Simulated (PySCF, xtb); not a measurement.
In(Me)2(Et) (C₄H₁₁In), SMILES C[CH2][In]([CH3])[CH3].

GFN2-xTB run with xtb at its own geometry gives an orbital gap of 3.39 eV and a dipole moment of 0.16 D.

Coordinates come from a PBE0-D3(BJ)/def2-SVP optimisation. The isomer is the one that the SMILES or the coordinates give; other isomers of the formula were not compared. The def2 effective core potentials stand for the cores of In; spin–orbit coupling is left out. The values are those of a single conformer.

Question: What does PBE/def2-TZVP in PySCF give? (Estimate from the structure and the level; the computed values follow.)

Answer: gap 3.88 eV (levels -5.49 and -1.61 eV), dipole 0.16 D.
